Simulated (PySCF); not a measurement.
Two species compared at the same levels of theory.

First species: C6H10ClFO2.
SMILES: `O=C(Cl)[C@](CC)(OC)CF`

Second species: C₃H₆OS.
Numbering: `[CH2:1]=[CH:2][S@@:3]([CH3:4])=[O:5]` (hydrogens: H6, H7 on C1; H8 on C2; H9, H10, H11 on C4)

Levels: PBE0/pcSseg-1 for dipole moment, HOMO energy, LUMO energy and HOMO–LUMO gap; GFN2-xTB for rotational constant A and rotational constant C. Geometries: GFN2-xTB. Each structure is a single optimised conformer of the isolated species, non-relativistic unless stated. Electronic properties by PySCF.

The conformers computed, where there is a choice (atom-mapped SMILES and torsion angles):
- `[CH3:1][CH2:2][C@:3]([CH2:4][F:5])([O:6][CH3:7])[C:8](=[O:9])[Cl:10]`: C1–C2–C3–C4 -64°, C2–C3–C4–F5 -39°, C2–C3–O6–C7 57°, C2–C3–C8–O9 -105°
- `[CH2:1]=[CH:2][S@@:3]([CH3:4])=[O:5]`: C1–C2–S3–C4 -110°

Values for the first species:

| Property | Result |
| --- | --- |
| Dipole moment | 2.42 D |
| HOMO energy | -7.86 eV |
| LUMO energy | -1.29 eV |
| HOMO–LUMO gap | 6.57 eV |
| Rotational constant A | 1.447 GHz |
| Rotational constant C | 0.773 GHz |

Q: Estimate the same properties for the second species, and the change in each.

A: 
```json
{"property": "dipole moment", "first": "2.42 D", "second": "3.51 D", "second less first": "+1.09 D"}
{"property": "HOMO energy", "first": "-7.86 eV", "second": "-6.79 eV", "second less first": "+1.07 eV"}
{"property": "LUMO energy", "first": "-1.29 eV", "second": "-0.49 eV", "second less first": "+0.80 eV"}
{"property": "HOMO–LUMO gap", "first": "6.57 eV", "second": "6.30 eV", "second less first": "-0.27 eV"}
{"property": "rotational constant A", "first": "1.447 GHz", "second": "6.201 GHz", "second less first": "+4.754 GHz"}
{"property": "rotational constant C", "first": "0.773 GHz", "second": "2.761 GHz", "second less first": "+1.988 GHz"}
```

On the first: A dipole of 2.42 D is allowed in C1, and pure rotational transitions are dipole-allowed. The dipole equals about 8.1 × 10⁻³⁰ C·m (1 D = 3.33564 × 10⁻³⁰ C·m).

On the second: A dipole of 3.51 D is allowed in C1, and pure rotational transitions are dipole-allowed. In atomic units the dipole is 1.38 e·bohr (1 au = 2.5417 D).
